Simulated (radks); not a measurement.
Q: All-electron atom: Ru XXVIII in [Ne] 3s2 3p5. Calculated with a radial shooting solver on a logarithmic mesh with Libxc functionals: non-relativistic Kohn-Sham, PBEsol, spin-unpolarised, spherical densities, point nucleus; relativity is left out, which matters for an element this heavy. Some entries of the table are withheld. Estimate them.

orbital  occ.  eigenvalue (eV)  <1/r> (bohr^-1)  <r^2> (bohr^2)
1s          2        -22597.11              (1)        0.001606
2s          2              (2)            9.941         0.02614
2p          6        -4042.630            9.914         0.01979
3s          2        -1555.098            3.936             (3)
3p          5        -1477.581              (4)          0.1460

A: 
(1) 1s <1/r> (bohr^-1): 43.46
(2) 2s eigenvalue (eV): -4255.984
(3) 3s <r^2> (bohr^2): 0.1558
(4) 3p <1/r> (bohr^-1): 3.882
